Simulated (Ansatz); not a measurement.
Cartesian coordinates in Å:
```
C -3.349 1.910 -1.524
C -2.744 0.819 -1.061
Si -1.160 0.220 -1.790
Cl -1.403 -1.651 -2.608
C 0.130 0.084 -0.509
C 0.972 0.010 0.362
Si 2.253 -0.144 1.652
C 2.819 -1.901 1.794
Cl 1.437 0.474 3.436
H -4.278 2.280 -1.101
H -2.939 2.483 -2.351
H -3.190 0.275 -0.231
H -0.712 1.139 -2.859
H 3.360 0.785 1.329
H 1.979 -2.554 2.041
H 3.248 -2.233 0.845
H 3.577 -1.997 2.574
```

Charge 0, multiplicity 1.

Task: List the r2SCAN/def2-TZVPP orbital energies in eV (Ansatz 0.2.0). (Estimate.)

Result: Computed: Occupied: -2753.30, -2753.27, -1792.28, -1792.23, -273.77, -273.39, -273.28, -273.23, -273.06, -254.70, -254.68, -193.24, -193.21, -193.10, -193.10, -193.08, -193.07, -142.61, -142.57, -97.52, -97.49, -97.45, -97.43, -97.41, -97.37, -21.54, -21.50, -20.40, -19.73, -18.62, -15.68, -14.61, -13.70, -12.26, -11.38, -10.95, -10.84, -10.71, -10.10, -9.88, -9.69, -9.38, -9.00, -8.28, -8.11, -8.07, -7.96, -7.64, -7.43, -7.35. Lowest empty: -2.14, -1.68, -1.16, 0.62, 0.88, 1.03, 1.42, 1.57.
